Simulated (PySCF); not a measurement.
Cl2H2O2Zr, SMILES [OH][Zr]([OH])([Cl])[Cl], multiplicity 1. Atoms are numbered in the order given.

```xyz
7

Zr     0.0000     0.0000     0.2729
Cl    -1.9516     0.0000    -1.0784
Cl     1.9516     0.0000    -1.0784
O      0.0000     1.5698     1.3578
H      0.0000     2.2812     2.0130
O      0.0000    -1.5698     1.3578
H      0.0000    -2.2812     2.0130
```

Coordinates come from a PBE-D3(BJ)/def2-SVP optimisation. The multiplicity is an assumed one; no other spin state was optimised. The structure was generated by enumeration; whether it is a known compound was not checked. The def2 effective core potentials stand for the cores of Zr; spin–orbit coupling is left out. The values are those of a single conformer.

Calculation: PBE-D3(BJ)/def2-SVP (PySCF).

Frequencies are harmonic and unscaled.

```csv
mode,ν (cm⁻¹),IR (km/mol),moving atoms (share of kinetic energy)
1,94,1.4,"Cl 81 %, Zr 15 %"
2,124,0.3,"Cl 31 %, O 29 %, Zr 27 %, H 14 %"
3,134,0.0,"O 65 %, Cl 25 %, H 11 %"
4,140,13.9,"O 43 %, H 26 %, Cl 20 %, Zr 11 %"
5,168,2.9,"O 65 %, H 23 %"
6,200,164.9,"H 78 %, O 19 %"
7,277,0.0,"H 86 %, O 13 %"
8,307,246.7,"H 70 %, O 24 %"
9,331,133.9,"H 74 %, O 20 %"
10,375,74.2,"Cl 72 %, Zr 20 %"
11,404,162.9,"Cl 56 %, Zr 40 %"
12,733,114.0,"O 82 %, Zr 12 %"
13,735,157.0,"O 73 %, Zr 22 %"
14,3860,362.1,H 94 %
15,3863,275.5,H 94 %
```
